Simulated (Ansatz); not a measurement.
Coupled-cluster run, `[F][Hf]([F])([SeH])[SeH]`.

```yaml
crystal:
  periodic: [false, false, false]
  atoms:
    - {symbol: F, position_ang: [-1.850380, -0.278317, -1.443501]}
    - {symbol: Hf, position_ang: [-0.276353, -0.203726, -0.401038]}
    - {symbol: F, position_ang: [1.251373, -0.480692, -1.480027]}
    - {symbol: Se, position_ang: [-0.458272, -1.943984, 1.471319]}
    - {symbol: Se, position_ang: [-0.056599, 2.078920, 0.762175]}
    - {symbol: H, position_ang: [1.005936, -1.835560, 1.609323]}
    - {symbol: H, position_ang: [0.384305, 2.663360, -0.518241]}
basis:
  gaussian: {orbitals: def2-TZVPP}
correlation: {method: ccsd_t}
```

```sh
$ ansatz run in.yaml --threads 2 --pin off --events-out ev --progress --plain --max-ram 32768MiB --backend cuda --devices 0, --max-vram 18GiB
```

Log, shortened:

```
Functional definition: HF
1581 factors; integrals over basis functions are off by at most 1.2e-3 eV
mean field evaluation 1: about -137346.7873 eV, gradient 4.9e1 eV
mean field evaluation 2: about -137346.9836 eV, gradient 4.9e1 eV
mean field evaluation 4: about -137351.7231 eV, gradient 2.7e0 eV
mean field evaluation 8: about -137351.7990 eV, gradient 3.3e-1 eV
mean field evaluation 16: about -137351.7999 eV, gradient 1.5e-6 eV
mean field -137351.79993522 eV, -5047.5855472255 hartree, gradient 1.5e-6 eV, S^2 0.000000; 0 other end points of the search recorded, 0 dependent functions left out
20 core orbitals not correlated: weight in the atoms' cores, before any rotation towards them, 1.000 or more for the frozen orbitals, at most 0.000 for the correlated occupied ones
reference -137351.79993522 eV, -5047.5855472255 hartree; 30, 30 occupied and 192, 192 virtual orbitals, 1581 factors
second order -37.25211125 eV of doubles, -0.00000000 eV of singles
cycle   1  -36.24890693 eV  change     1.0e0 eV  update   1.7e-1
cycle   2  -37.13046453 eV  change   -8.8e-1 eV  update   6.8e-2
cycle   3  -37.38355130 eV  change   -2.5e-1 eV  update   3.1e-2
cycle   4  -37.35414232 eV  change    2.9e-2 eV  update   8.9e-3
cycle   5  -37.34190755 eV  change    1.2e-2 eV  update   3.4e-3
cycle   6  -37.34402912 eV  change   -2.1e-3 eV  update   1.3e-3
cycle   7  -37.34407329 eV  change   -4.4e-5 eV  update   4.8e-4
cycle   8  -37.34371935 eV  change    3.5e-4 eV  update   2.2e-4
cycle   9  -37.34385991 eV  change   -1.4e-4 eV  update   7.9e-5
cycle  10  -37.34393134 eV  change   -7.1e-5 eV  update   2.9e-5
perturbative correction -1.41574970 eV, -0.0520278419 hartree
Total energy: -137390.55961626 eV, -5049.0099392314 hartree
```

Run time 14 s (2 threads of an AMD EPYC 7R13 on a shared host and a share of an NVIDIA H100 80 GB); peak host memory 0.83 GiB.

Correlation energy per correlated electron: -0.646 eV. T1 diagnostic: 0.0142.
